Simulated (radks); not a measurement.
Question: Valence configurations of the rhenium ion Re+ (all share [Xe]). All-electron calculation, Dirac Kohn-Sham, PBEsol, spin-unpolarised, spherical densities, point nucleus; open shells are shared between the two j in proportion to 2j + 1. Program: a radial shooting solver on a logarithmic mesh with Libxc functionals. Order these by energy: 4f13 5d5 6s2; 4f14 5d6; 4f13.5 5d5 6s1 6p0.5; 4f14 5d5 6p1; 4f14 5d5 6s1; 4f14 5d4 6s2; 4f14 5d4 6s1 6p1; 4f12 5d5 6s2 6p1; 4f13 5d6 6s1; 4f13 5d5 6s1 6p1.

Answer: From the lowest, in eV above it: 4f14 5d5 6s1 0.000; 4f14 5d6 0.138; 4f14 5d4 6s2 0.709; 4f14 5d5 6p1 5.810; 4f14 5d4 6s1 6p1 6.901; 4f13.5 5d5 6s1 6p0.5 23.046; 4f13 5d6 6s1 41.151; 4f13 5d5 6s2 42.920; 4f13 5d5 6s1 6p1 49.315; 4f12 5d5 6s2 6p1 104.88. NIST lists [Xe] 4f14 5d5 6s1 as the ground configuration; this level of theory agrees among the configurations tried. The energies are those of spherical spin-averaged densities, not of single terms.
